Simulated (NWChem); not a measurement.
Species: HfH₄O; SMILES [OH][HfH3]

Computed with NWChem. All runs use the structure optimised with PBE0/def2-SVP. def2 effective core potentials on Hf; no spin-orbit coupling. Vertical excitations in the gas phase; the lowest state need not have the same character in each row.

| level | lowest excitation, singlet (eV) | orbital gap (eV) |
|---|---|---|
| PBE/def2-SVP, full TDDFT | 4.29 | 4.27 |
| B3LYP/def2-SVP, full TDDFT | 4.52 | 6.04 |
| CAM-B3LYP/def2-SVP, full TDDFT | 4.64 | … |
| LRC-wPBEh/def2-SVP, full TDDFT | 4.64 | 10.10 |

Task: Fill in the missing entries.

Result: 
- CAM-B3LYP/def2-SVP, full TDDFT, orbital gap (eV): 8.94
